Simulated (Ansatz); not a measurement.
Coupled-cluster run, AlClGa$_{2}$H$_{5}$N, SMILES `[AlH2][NH][Ga]([Cl])[GaH2]`.

```yaml
crystal:
  periodic: [false, false, false]
  atoms:
    - {symbol: Al, position_ang: [-1.581898, 0.089237, 0.535979]}
    - {symbol: N, position_ang: [-0.875537, -1.279683, -0.302919]}
    - {symbol: Ga, position_ang: [0.925320, -0.960010, -0.722709]}
    - {symbol: Cl, position_ang: [1.864046, -2.604123, -1.758080]}
    - {symbol: Ga, position_ang: [1.337249, 1.295832, 0.165264]}
    - {symbol: H, position_ang: [-3.025684, 0.345295, 1.104428]}
    - {symbol: H, position_ang: [-0.494279, 1.303464, 0.742420]}
    - {symbol: H, position_ang: [-1.334625, -2.145299, -0.549702]}
    - {symbol: H, position_ang: [1.968911, 1.436079, 1.593792]}
    - {symbol: H, position_ang: [1.216497, 2.519208, -0.808473]}
basis:
  gaussian: {orbitals: def2-TZVPP}
correlation: {method: ccsd_t}
output: {orbitals: {seedname: orbitals}}
```

```sh
$ ansatz run in.yaml --threads 2 --pin off --events-out ev --progress --plain --max-ram 32768MiB --backend cuda --devices 0, --max-vram 18GiB
```

The program prints (abridged):

```
Functional definition: HF
1718 factors; integrals over basis functions are off by at most 1.1e-3 eV
mean field evaluation 1: about -125314.6695 eV, gradient 4.6e1 eV
mean field evaluation 2: about -125314.8086 eV, gradient 4.6e1 eV
mean field evaluation 4: about -125320.0207 eV, gradient 4.5e0 eV
mean field evaluation 8: about -125320.1272 eV, gradient 3.0e-1 eV
mean field -125320.12803696 eV, -4605.4297603244 hartree, gradient 1.3e-6 eV, S^2 0.000000; 0 other end points of the search recorded, 0 dependent functions left out
29 core orbitals not correlated: weight in the atoms' cores, before any rotation towards them, 1.000 or more for the frozen orbitals, at most 0.000 for the correlated occupied ones
reference -125320.12803696 eV, -4605.4297603244 hartree; 23, 23 occupied and 229, 229 virtual orbitals, 1718 factors
second order -25.66081474 eV of doubles, -0.00000000 eV of singles
cycle   1  -25.49647906 eV  change    1.6e-1 eV  update   1.4e-1
cycle   2  -26.40270724 eV  change   -9.1e-1 eV  update   4.2e-2
cycle   3  -26.55263586 eV  change   -1.5e-1 eV  update   2.1e-2
cycle   4  -26.53215102 eV  change    2.0e-2 eV  update   5.2e-3
cycle   5  -26.53105241 eV  change    1.1e-3 eV  update   2.5e-3
cycle   6  -26.53134686 eV  change   -2.9e-4 eV  update   7.2e-4
cycle   7  -26.53108980 eV  change    2.6e-4 eV  update   3.1e-4
cycle   8  -26.53109530 eV  change   -5.5e-6 eV  update   1.1e-4
cycle   9  -26.53113766 eV  change   -4.2e-5 eV  update   4.2e-5
perturbative correction -1.14212818 eV, -0.0419724364 hartree
Total energy: -125347.80130279 eV, -4606.4467340863 hartree
```

Hardware: 2 threads of an AMD EPYC 7R13 on a shared host and a share of an NVIDIA H100 80 GB. Wall time 15 s, peak host memory 0.85 GiB.

MP2 recovers 92.7 % of the CCSD(T) correlation energy and the triples give 4.1 %; T1 = 0.0138.
